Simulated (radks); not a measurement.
Species: Sm3.5+. Configuration: [Kr] 4d10 4f(up 2.5, down 2.5) 5p6 5s(up 0.75, down 0.75) (fractional occupations, a model configuration). Calculated with a radial shooting solver on a logarithmic mesh with Libxc functionals: scalar-relativistic Kohn-Sham, PBEsol, spin-polarised, spherical densities, point nucleus. Some entries of the table are withheld. Estimate them.

| orbital | occ. | eigenvalue (eV) | <r> (bohr) |
|---|---|---|---|
| 1s | 2 | -46699.44 | 0.02275 |
| 2s | 2 | (1) | 0.09703 |
| 2p | 6 | (2) | 0.08549 |
| 3s | 2 | -1710.512 | (3) |
| 3p | 6 | -1453.400 | 0.2534 |
| 3d | 10 | -1105.185 | 0.2310 |
| 4s | 2 | -371.3223 | 0.5785 |
| 4p | 6 | -286.6827 | 0.6121 |
| 4d | 10 | -167.9133 | 0.6676 |
| 5s | 1.5 | -78.4221 | 1.365 |
| 5p | 6 | -56.9503 | 1.558 |
| 4f | 5 | -40.2532 | 0.8903 |

Answer. 
(1) 2s eigenvalue (eV): -7664.611
(2) 2p eigenvalue (eV): -6841.976
(3) 3s <r> (bohr): 0.2551
